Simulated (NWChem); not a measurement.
System: Si$_{2}$N$_{2}$H$_{8}$O; SMILES O([SiH3])[SiH](N)N

```xyz
13

N      1.1304    -1.7894     0.5707
Si     0.0652    -0.9627    -0.4967
N     -1.5104    -1.1843     0.1741
O      0.2517     0.6821    -0.6681
Si     0.0440     2.0804     0.1878
H      1.0929    -1.6221     1.5692
H      2.0651    -2.0347     0.2690
H      0.3596    -1.5017    -1.8462
H     -1.8005    -2.1144     0.4508
H     -2.2922    -0.6494    -0.1843
H     -1.3774     2.5242     0.1540
H      0.4491     1.9228     1.6132
H      0.8825     3.1407    -0.4284
```
Atoms are numbered in this order, from 1.

All runs: NWChem. Pople sets run with spherical d functions. Structure relaxed at the B3LYP/6-31G* (spherical d) level. Level: M06-2X/6-31G* with SMD (1 M gas to 1 M solution), gas-phase geometry. Reactions with the solvent are ignored.

Problem. Predict the results for solvent ethyl acetate. Quantities: solvation free energy (kcal/mol); cavity-dispersion-structure term (kcal/mol); dipole in solution (D).

Solution. 
```yaml
solvation free energy (kcal/mol): -4.6
cavity-dispersion-structure term (kcal/mol): 1.2
dipole in solution (D): 1.51
```
